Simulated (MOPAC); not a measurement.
MOPAC input (PM6):

```
PM6 PRECISE GNORM=0.05 LET XYZ CHARGE=-1 GEO-OK AUX(PRECISION=9) THREADS=1
H6N3OSi

N     1.14827100 1    1.16898700 1    0.71238200 1
Si    0.07455900 1    0.10678000 1    0.06097500 1
N    -0.74058000 1   -1.09763300 1    1.09830800 1
N     0.94354500 1   -0.80440200 1   -1.18941600 1
O    -1.34153600 1    0.64740800 1   -0.73703800 1
H     0.76285100 1    1.87469700 1    1.33250900 1
H    -1.74848800 1   -1.00208900 1    1.10196200 1
H    -0.40826600 1   -1.05551600 1    2.05246700 1
H     0.76989000 1   -1.80051000 1   -1.14671700 1
H     1.93863400 1   -0.64505600 1   -1.09345300 1
H    -1.08481000 1    1.08562400 1   -1.55302900 1
```

Output:

```
 *******************************************************************************
 **                                                                           **
 **                              MOPAC v23.2.5                                **
 **                                                                           **
 *******************************************************************************
 ** MOPAC's Digital Object Identifier: https://doi.org/10.5281/zenodo.6511958 **
 **                                                                           **
 ** Please cite the open-source release paper for use of this MOPAC version:  **
 ** J. E. Moussa and J. J. P. Stewart (2026)                                  **
 ** MOPAC: An open-source semiempirical molecular orbital program             **
 ** J. Open Source Softw., 11(119), 8025, https://doi.org/10.21105/joss.08025 **
 *******************************************************************************

                              PM6 CALCULATION RESULTS

 *******************************************************************************
 *  PM6        - The PM6 Hamiltonian to be used
 *  GEO-OK     - OVERRIDE INTERATOMIC DISTANCE AND OTHER SAFETY CHECKS
 *
 *
 *
 *                 CHARGE ON SYSTEM = -1
 *
 *
 *
 *  LET        - OVERRIDE SOME SAFETY CHECKS
 *  PRECISE    - TIGHTER CRITERIA TO BE USED
 *  XYZ        - CARTESIAN COORDINATE SYSTEM TO BE USED
 *  GNORM      - EXIT WHEN GRADIENT NORM DROPS BELOW 0.050
 *  AUX        - OUTPUT AUXILIARY INFORMATION
 *******************************************************************************
PM6 PRECISE GNORM=0.05 LET XYZ CHARGE=-1 GEO-OK AUX(PRECISION=9) THREADS=1
 H6N3OSi

   ATOM   CHEMICAL          X               Y               Z
  NUMBER   SYMBOL      (ANGSTROMS)     (ANGSTROMS)     (ANGSTROMS)

     1       N          1.14827100  *   1.16898700  *   0.71238200  *
     2      Si          0.07455900  *   0.10678000  *   0.06097500  *
     3       N         -0.74058000  *  -1.09763300  *   1.09830800  *
     4       N          0.94354500  *  -0.80440200  *  -1.18941600  *
     5       O         -1.34153600  *   0.64740800  *  -0.73703800  *
     6       H          0.76285100  *   1.87469700  *   1.33250900  *
     7       H         -1.74848800  *  -1.00208900  *   1.10196200  *
     8       H         -0.40826600  *  -1.05551600  *   2.05246700  *
     9       H          0.76989000  *  -1.80051000  *  -1.14671700  *
    10       H          1.93863400  *  -0.64505600  *  -1.09345300  *
    11       H         -1.08481000  *   1.08562400  *  -1.55302900  *

          CARTESIAN COORDINATES

    NO.       ATOM           X           Y           Z

     1         N          1.1483      1.1690      0.7124
     2        Si          0.0746      0.1068      0.0610
     3         N         -0.7406     -1.0976      1.0983
     4         N          0.9435     -0.8044     -1.1894
     5         O         -1.3415      0.6474     -0.7370
     6         H          0.7629      1.8747      1.3325
     7         H         -1.7485     -1.0021      1.1020
     8         H         -0.4083     -1.0555      2.0525
     9         H          0.7699     -1.8005     -1.1467
    10         H          1.9386     -0.6451     -1.0935
    11         H         -1.0848      1.0856     -1.5530

 General Reference for PM6:
 "Optimization of Parameters for Semiempirical Methods V: Modification of NDDO Approximations
 and Application to 70 Elements", J. J. P. Stewart, J. Mol. Mod., 13, 1173-1213 (2007)
 URL: https://link.springer.com/article/10.1007/s00894-007-0233-4

           Empirical Formula: H6 N3 O Si  =    11 atoms

      MOLECULAR POINT GROUP   :   C1

      RHF CALCULATION, NO. OF DOUBLY OCCUPIED LEVELS = 16

          Geometry optimization using EF

          DIAGONAL MATRIX USED AS START HESSIAN

 CYCLE:     1  GRAD.:    72.201 HEAT: -117.9576
 CYCLE:     2  GRAD.:   162.683 HEAT: -118.8335
 CYCLE:     3  GRAD.:   143.987 HEAT: -121.6113
 CYCLE:     4  GRAD.:   154.987 HEAT: -120.0725
 CYCLE:     5  GRAD.:   110.846 HEAT: -124.6626
 CYCLE:     6  GRAD.:   117.264 HEAT: -125.5665
 CYCLE:     7  GRAD.:   141.005 HEAT: -125.1084
 CYCLE:     8  GRAD.:   126.937 HEAT: -126.3562
 CYCLE:     9  GRAD.:   140.904 HEAT: -125.0953
 CYCLE:    10  GRAD.:   107.698 HEAT: -127.0682
 CYCLE:    11  GRAD.:    84.746 HEAT: -130.0786
 CYCLE:    12  GRAD.:   123.840 HEAT: -126.8085
 CYCLE:    13  GRAD.:    81.982 HEAT: -131.3044
 CYCLE:    14  GRAD.:   168.164 HEAT: -123.4401
 CYCLE:    15  GRAD.:    65.283 HEAT: -132.4505
 CYCLE:    16  GRAD.:   132.929 HEAT: -126.2594
 CYCLE:    17  GRAD.:    70.010 HEAT: -132.3834
 CYCLE:    18  GRAD.:   152.496 HEAT: -125.8922
 CYCLE:    19  GRAD.:    41.802 HEAT: -133.5910
 CYCLE:    20  GRAD.:    67.642 HEAT: -132.4985
 CYCLE:    21  GRAD.:     5.054 HEAT: -134.5421
 CYCLE:    22  GRAD.:     5.315 HEAT: -134.6174
 CYCLE:    23  GRAD.:     8.460 HEAT: -134.8265
 CYCLE:    24  GRAD.:    11.072 HEAT: -135.0318
 CYCLE:    25  GRAD.:     5.755 HEAT: -135.1381
 CYCLE:    26  GRAD.:     5.898 HEAT: -135.2162
 CYCLE:    27  GRAD.:     4.726 HEAT: -135.2832
 CYCLE:    28  GRAD.:     2.341 HEAT: -135.3163
 CYCLE:    29  GRAD.:     2.657 HEAT: -135.3295
 CYCLE:    30  GRAD.:     2.242 HEAT: -135.3404
 CYCLE:    31  GRAD.:     1.688 HEAT: -135.3486
 CYCLE:    32  GRAD.:     0.596 HEAT: -135.3520
 CYCLE:    33  GRAD.:     0.572 HEAT: -135.3533
 CYCLE:    34  GRAD.:     0.802 HEAT: -135.3550
 CYCLE:    35  GRAD.:     0.823 HEAT: -135.3567
 CYCLE:    36  GRAD.:     0.807 HEAT: -135.3588
 CYCLE:    37  GRAD.:     0.809 HEAT: -135.3614
 CYCLE:    38  GRAD.:     0.681 HEAT: -135.3636
 CYCLE:    39  GRAD.:     0.365 HEAT: -135.3648
 CYCLE:    40  GRAD.:     0.177 HEAT: -135.3650
 CYCLE:    41  GRAD.:     0.127 HEAT: -135.3651
 CYCLE:    42  GRAD.:     0.209 HEAT: -135.3652
 CYCLE:    43  GRAD.:     0.276 HEAT: -135.3654
 CYCLE:    44  GRAD.:     0.222 HEAT: -135.3657
 CYCLE:    45  GRAD.:     0.142 HEAT: -135.3658
 CYCLE:    46  GRAD.:     0.165 HEAT: -135.3659
 CYCLE:    47  GRAD.:     0.133 HEAT: -135.3659
 CYCLE:    48  GRAD.:     0.165 HEAT: -135.3661
 CYCLE:    49  GRAD.:     0.104 HEAT: -135.3661
 CYCLE:    50  GRAD.:     0.081 HEAT: -135.3662
 CYCLE:    51  GRAD.:     0.076 HEAT: -135.3662
 CYCLE:    52  GRAD.:     0.073 HEAT: -135.3663
 CYCLE:    53  GRAD.:     0.065 HEAT: -135.3663
 CYCLE:    54  GRAD.:     0.057 HEAT: -135.3664
 CYCLE:    55  GRAD.:     0.037 HEAT: -135.3664

     GRADIENT =  0.03661 IS LESS THAN CUTOFF =  0.05000

 -------------------------------------------------------------------------------
 PM6 PRECISE GNORM=0.05 LET XYZ CHARGE=-1 GEO-OK AUX(PRECISION=9) THREADS=1
 H6N3OSi

     GEOMETRY OPTIMISED USING EIGENVECTOR FOLLOWING (EF).
     SCF FIELD WAS ACHIEVED

                              PM6 CALCULATION
                                                       MOPAC v23.2.5 Linux

          FINAL HEAT OF FORMATION =       -135.36636 KCAL/MOL =    -566.37286 KJ/MOL

          COSMO AREA              =        116.20 SQUARE ANGSTROMS
          COSMO VOLUME            =        102.73 CUBIC ANGSTROMS

          GRADIENT NORM           =          0.03661          =       0.01104 PER ATOM
          IONIZATION POTENTIAL    =          3.873904 EV
          HOMO LUMO ENERGIES (EV) =         -3.874  6.824
          NO. OF FILLED LEVELS    =         16
          MOLECULAR WEIGHT        =         92.1524         POINT GROUP:  C1

          MOLECULAR DIMENSIONS (Angstroms)

            Atom       Atom       Distance
            H     9    H     6     4.42287
            H     8    H    11     4.20087
            H    10    H     7     4.12231

          SCF CALCULATIONS        =         56

   ATOM   CHEMICAL          X               Y               Z
  NUMBER   SYMBOL      (ANGSTROMS)     (ANGSTROMS)     (ANGSTROMS)

     1       N          0.88484899  *   1.14924017  *   0.75371392  *
     2      Si          0.06868958  *   0.11972591  *   0.04481311  *
     3       N         -0.68630696  *  -1.06265434  *   1.11959654  *
     4       N          1.01281525  *  -0.79285467  *  -1.13044821  *
     5       O         -1.22076399  *   0.61008017  *  -0.83421984  *
     6       H          1.39151138  *   1.86242486  *   1.17655451  *
     7       H         -1.68391296  *  -1.15930135  *   1.00425277  *
     8       H         -0.47433294  *  -0.98131563  *   2.09875559  *
     9       H          0.65369552  *  -1.71961305  *  -1.31069917  *
    10       H          2.00430971  *  -0.83884352  *  -0.98123749  *
    11       H         -1.59021066  *   1.27435364  *  -1.27464231  *

                             CARTESIAN COORDINATES

   1    N        0.884848990     1.149240174     0.753713918
   2   Si        0.068689582     0.119725908     0.044813114
   3    N       -0.686306956    -1.062654337     1.119596543
   4    N        1.012815247    -0.792854672    -1.130448207
   5    O       -1.220763995     0.610080166    -0.834219841
   6    H        1.391511384     1.862424855     1.176554515
   7    H       -1.683912961    -1.159301346     1.004252767
   8    H       -0.474332944    -0.981315632     2.098755595
   9    H        0.653695516    -1.719613053    -1.310699175
  10    H        2.004309709    -0.838843521    -0.981237488
  11    H       -1.590210663     1.274353636    -1.274642308

           Empirical Formula: H6 N3 O Si  =    11 atoms

      MOLECULAR POINT GROUP   :   C1

                  EIGENVALUES
 -25.01877 -24.89779 -24.45736 -22.67538 -14.62531 -11.71323 -11.06175 -10.84192
  -8.60873  -8.36838  -8.19205  -7.38163  -5.23247  -4.84319  -4.41699  -3.87390
   6.82363   7.02715   7.40254   7.44457   8.70865   8.76370   9.46013   9.77531
  10.08148  11.38052  11.64047  11.70938  12.23780  12.49100  13.43286

              NET ATOMIC CHARGES AND DIPOLE CONTRIBUTIONS

  ATOM NO.   TYPE          CHARGE      No. of ELECS.   s-Pop       p-Pop       d-Pop
    1          N          -0.399076        5.3991     1.47839     3.92069
    2         Si          -0.374249        4.3742     0.86670     1.45373     2.05382
    3          N          -0.518868        5.5189     1.52543     3.99343
    4          N          -0.497699        5.4977     1.51927     3.97843
    5          O          -0.521554        6.5216     1.57952     4.94204
    6          H           0.201789        0.7982     0.79821
    7          H           0.198349        0.8017     0.80165
    8          H           0.197921        0.8021     0.80208
    9          H           0.196682        0.8033     0.80332
   10          H           0.197447        0.8026     0.80255
   11          H           0.319258        0.6807     0.68074
 DIPOLE           X         Y         Z       TOTAL
 POINT-CHG.    -0.116    -0.015     0.395     0.412
 HYBRID        -1.043    -0.190     0.146     1.070
 SUM           -1.159    -0.205     0.541     1.296

          ATOMIC ORBITAL ELECTRON POPULATIONS

     Atom    s        px        py        pz      x^2-y^2     xz        z^2       yz        xy
    1  N   1.47839   1.31901   1.24716   1.35451
    2 Si   0.86670   0.47915   0.47515   0.49943   0.41792   0.42656   0.37918   0.41422   0.41595
    3  N   1.52543   1.20258   1.59160   1.19925
    4  N   1.51927   1.15305   1.25104   1.57434
    5  O   1.57952   1.65925   1.59432   1.68846
    6  H   0.79821
    7  H   0.80165
    8  H   0.80208
    9  H   0.80332
   10  H   0.80255
   11  H   0.68074

 **********************
 *                    *
 * JOB ENDED NORMALLY *
 *                    *
 **********************

 == MOPAC DONE ==
```

The dipole moment of an ion depends on the origin.

The geometry given is a B3LYP-D3(BJ)/def2-TZVP minimum.
